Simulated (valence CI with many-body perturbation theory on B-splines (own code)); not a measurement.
# I XLVIII: electric-dipole lines

Computed by valence CI with perturbative core correlation (CI+MBPT): four valence electrons over a frozen Dirac-Fock core [He], radial functions for each j: 11 s, 11 p, 10 d, 8 f, 5 g, 2 h, with the one-electron correlation potential Σ1 (screened to all orders), the two-electron term Σ2, the three-electron term Σ3, Breit, model QED; selected single and double excitations, second order for the rest, scaled by the run's own slope (own B-spline code, finite nucleus).

The last digits are not significant, and no measured levels were compared; by estimate large intervals hold to a few tenths of a per cent, small ones and those within an open d or f shell to about a per cent. Among the levels kept, up to 870 cm⁻¹ of a level comes from second order outside the variational space, and about a tenth of that is noise between levels of different J, which matters for small intervals.

Lines 201 to 250 of 543 in falling wavelength, among levels below 6069.9 eV, chosen from the strongest by gf and those to the six lowest levels. Wavelengths and rates use the calculated energies. Electric multipoles are in the length gauge, E1 and E2 with the static RPA response of the core. Weak lines are less certain than strong ones. Lines between different terms over intervals too small for the method are left out, as are lines whose strength nearly cancels. The highest levels of a list are the least certain.

Levels are named by their leading jj configuration (3d3/2^4 stands for four electrons in 3d with j = 3/2), which in mixed levels can hold well under half, so a name can repeat and another be missing. Letters in brackets count levels of one name in rising energy.

| λ vac (Å) | Upper | Lower | A (s⁻¹) | S (a.u.) |
| --- | --- | --- | --- | --- |
| 23.25 | (2s 2p3/2^2 3d3/2) J=1 [b] | (2s^2 2p3/2 3d3/2) J=2 | 6.91e+11 | 1.29e-02 |
| 23.25 | (2p1/2 2p3/2^2 3p1/2) J=1 [b] | (2s 2p1/2 2p3/2 3p1/2) J=2 [c] | 5.99e+11 | 1.11e-02 |
| 23.23 | (2s 2p3/2^2 3d3/2) J=2 [b] | (2s^2 2p3/2 3d3/2) J=1 | 2.32e+11 | 7.18e-03 |
| 23.19 | (2s 2p3/2^2 3p1/2) J=1 [a] | (2s^2 2p3/2 3p1/2) J=2 | 3.84e+11 | 7.09e-03 |
| 23.18 | (2p1/2^2 2p3/2 3p1/2) J=2 | (2s^2 2p1/2 3d3/2) J=1 | 3.74e+11 | 1.15e-02 |
| 23.18 | (2p1/2^2 2p3/2 3d5/2) J=3 | (2s 2p1/2^2 3d5/2) J=2 | 1.82e+11 | 7.84e-03 |
| 23.17 | (2s 2p3/2^2 3d5/2) J=3 [c] | (2s^2 2p3/2 3d5/2) J=2 | 2.46e+11 | 1.06e-02 |
| 23.16 | (2s 2p3/2^2 3s) J=1 [b] | (2s^2 2p3/2 3s) J=1 | 1.03e+12 | 1.90e-02 |
| 23.16 | (2s 2p3/2^2 3s) J=1 [a] | (2s^2 2p3/2 3s) J=2 | 5.77e+11 | 1.06e-02 |
| 23.15 | (2s 2p1/2 2p3/2 3p3/2) J=1 [d] | (2s^2 2p1/2 3p3/2) J=2 | 4.86e+11 | 8.93e-03 |
| 23.14 | (2p1/2 2p3/2^2 3s) J=1 [b] | (2s 2p1/2 2p3/2 3s) J=2 [c] | 6.59e+11 | 1.21e-02 |
| 23.12 | (2p1/2 2p3/2^2 3p3/2) J=2 [c] | (2s 2p1/2 2p3/2 3p3/2) J=3 [c] | 4.56e+11 | 1.39e-02 |
| 23.11 | (2s 2p3/2^2 3d3/2) J=2 [c] | (2s^2 2p3/2 3d3/2) J=3 | 6.71e+11 | 2.04e-02 |
| 23.11 | (2p1/2^2 2p3/2 3d3/2) J=3 | (2s 2p1/2^2 3d3/2) J=2 | 3.56e+11 | 1.52e-02 |
| 23.08 | (2s 2p3/2^2 3d5/2) J=4 [b] | (2s^2 2p3/2 3d5/2) J=4 | 7.45e+11 | 4.07e-02 |
| 23.03 | (2s 2p3/2^2 3p1/2) J=2 [b] | (2s^2 2p3/2 3p1/2) J=2 | 9.64e+11 | 2.91e-02 |
| 23.03 | (2p1/2^2 2p3/2 3s) J=2 | (2s 2p1/2^2 3s) J=1 | 4.26e+11 | 1.29e-02 |
| 23.03 | (2s 2p3/2^2 3p1/2) J=1 [b] | (2s^2 2p3/2 3p1/2) J=1 | 8.03e+11 | 1.45e-02 |
| 23.00 | (2s 2p3/2^2 3d3/2) J=3 [b] | (2s^2 2p3/2 3d3/2) J=3 | 6.13e+11 | 2.58e-02 |
| 22.98 | (2s 2p3/2^2 3d5/2) J=3 [b] | (2s^2 2p3/2 3d5/2) J=4 | 8.15e+11 | 3.42e-02 |
| 22.97 | (2s 2p3/2^2 3s) J=2 [b] | (2s^2 2p3/2 3s) J=2 | 3.66e+11 | 1.10e-02 |
| 22.95 | (2p1/2 2p3/2^2 3p3/2) J=1 [c] | (2s 2p1/2 2p3/2 3p3/2) J=2 [c] | 4.94e+11 | 8.84e-03 |
| 22.92 | (2p1/2 2p3/2^2 3d5/2) J=3 | (2s 2p1/2 2p3/2 3d5/2) J=2 [a] | 1.71e+11 | 7.09e-03 |
| 22.92 | (2s 2p3/2^2 3p3/2) J=2 [c] | (2s 2p1/2 2p3/2 3s) J=2 [b] | 2.68e+11 | 7.96e-03 |
| 22.91 | (2s 2p1/2 2p3/2^2) J=0 | (2s^2 2p1/2 2p3/2) J=1 | 5.97e+11 | 3.54e-03 |
| 22.89 | (2p1/2 2p3/2^2 3d3/2) J=4 | (2s 2p1/2 2p3/2 3d3/2) J=4 | 2.52e+11 | 1.34e-02 |
| 22.89 | (2p1/2 2p3/2^2 3p1/2) J=3 | (2s 2p1/2 2p3/2 3p1/2) J=3 | 4.51e+11 | 1.87e-02 |
| 22.89 | (2s 2p3/2^2 3p3/2) J=3 [b] | (2s 2p1/2 2p3/2 3s) J=3 | 5.84e+11 | 2.42e-02 |
| 22.86 | (2s 2p3/2^2 3d3/2) J=2 [b] | (2s^2 2p3/2 3d3/2) J=2 | 4.72e+11 | 1.39e-02 |
| 22.85 | (2s 2p3/2^2 3d5/2) J=2 [c] | (2s^2 2p3/2 3d5/2) J=3 | 8.59e+11 | 2.53e-02 |
| 22.85 | (2p1/2^2 2p3/2 3d5/2) J=1 | (2s 2p1/2^2 3d5/2) J=2 | 4.81e+11 | 8.50e-03 |
| 22.83 | (2s 2p3/2^2 3d5/2) J=1 [b] | (2s^2 2p3/2 3d5/2) J=2 | 6.49e+11 | 1.14e-02 |
| 22.83 | (2p1/2 2p3/2^2 3d3/2) J=2 [b] | (2s 2p1/2 2p3/2 3d3/2) J=2 [b] | 2.68e+11 | 7.87e-03 |
| 22.80 | (2p1/2^2 2p3/2 3d3/2) J=1 | (2s 2p1/2^2 3d3/2) J=1 | 4.06e+11 | 7.13e-03 |
| 22.76 | (2p1/2 2p3/2^2 3p3/2) J=4 | (2s 2p1/2 2p3/2 3p3/2) J=4 | 3.95e+11 | 2.07e-02 |
| 22.76 | (2s 2p3/2^2 3p3/2) J=1 [c] | (2s^2 2p3/2 3p3/2) J=2 | 4.97e+11 | 8.68e-03 |
| 22.76 | (2p1/2^2 2p3/2 3p3/2) J=2 | (2s^2 2p3/2 3s) J=2 | 4.96e+11 | 1.44e-02 |
| 22.72 | (2s 2p1/2^2 2p3/2) J=1 | (2s^2 2p1/2^2) J=0 | 7.01e+11 | 1.22e-02 |
| 22.71 | (2s 2p3/2^2 3s) J=2 [b] | (2s 2p1/2^2 3p3/2) J=2 | 2.82e+11 | 8.14e-03 |
| 22.69 | (2p1/2 2p3/2^2 3s) J=3 | (2s^2 2p3/2 3p3/2) J=3 | 5.25e+11 | 2.12e-02 |
| 22.68 | (2p1/2 2p3/2^2 3p1/2) J=2 [b] | (2s 2p1/2 2p3/2 3p1/2) J=2 [b] | 4.48e+11 | 1.29e-02 |
| 22.56 | (2p1/2^2 2p3/2 3d5/2) J=3 | (2s 2p1/2^2 3d5/2) J=3 | 2.47e+11 | 9.81e-03 |
| 22.53 | (2p1/2 2p3/2^2 3d3/2) J=3 [b] | (2s 2p1/2 2p3/2 3d3/2) J=3 [b] | 2.21e+11 | 8.72e-03 |
| 22.53 | (2s 2p1/2 2p3/2^2) J=2 [b] | (2s^2 2p1/2 2p3/2) J=2 | 1.04e+12 | 2.92e-02 |
| 22.46 | (2p1/2 2p3/2^2 3s) J=1 [a] | (2s 2p1/2 2p3/2 3s) J=1 [a] | 4.02e+11 | 6.74e-03 |
| 22.46 | (2s 2p3/2^2 3p3/2) J=2 [b] | (2s 2p1/2 2p3/2 3s) J=3 | 3.00e+11 | 8.39e-03 |
| 22.38 | (2p1/2 2p3/2^2 3p1/2) J=2 [a] | (2s 2p1/2 2p3/2 3p1/2) J=2 [a] | 3.99e+11 | 1.10e-02 |
| 22.38 | (2s 2p1/2 2p3/2^2) J=1 [b] | (2s^2 2p1/2 2p3/2) J=2 | 8.49e+11 | 1.41e-02 |
| 22.36 | (2p1/2 2p3/2^2 3d3/2) J=3 [a] | (2s 2p1/2 2p3/2 3d3/2) J=3 [a] | 2.98e+11 | 1.15e-02 |
| 22.34 | (2p1/2 2p3/2^2 3p3/2) J=3 [a] | (2s 2p1/2 2p3/2 3p3/2) J=3 [a] | 4.14e+11 | 1.60e-02 |
